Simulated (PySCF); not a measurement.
GeSe, SMILES [Ge]=[Se] (connectivity only; charge and spin as stated), neutral, multiplicity 1.

The structure is a stationary point at B3LYP-D3(BJ)/def2-TZVP.

Two levels are set side by side: TDDFT-PBE/def2-TZVPD (PySCF) and TDDFT-PBE0/def2-TZVPD (PySCF). Vertical, same geometry. The lowest singlet is HOMO−1→LUMO+1 50 %, HOMO→LUMO 50 % with PBE and HOMO→LUMO 50 %, HOMO−1→LUMO+1 50 % with the other functional; states are paired by order. Differences are taken from unrounded values.

```
quantity                               TDDFT-PBE
-------------------------------------  ---------
lowest singlet excitation (eV)              3.38
lowest triplet excitation (TDA) (eV)        2.66
first bright state (f over 0.05) (eV)       5.14
its oscillator strength                     0.12
```

These are the TDDFT-PBE values. What does TDDFT-PBE0 give? (The exact figures need the calculation; the answer reports its results.)


| quantity | TDDFT-PBE0 | TDDFT-PBE minus TDDFT-PBE0 |
|---|---|---|
| lowest singlet excitation (eV) | 3.39 | -0.01 |
| lowest triplet excitation (TDA) (eV) | 2.63 | 0.03 |
| first bright state (f over 0.05) (eV) | 5.26 | -0.11 |
| its oscillator strength | 0.14 | -0.02 |

Rough cost on one machine, each run with all the roots and properties that it gave: TDDFT-PBE0 against TDDFT-PBE about 3 times.
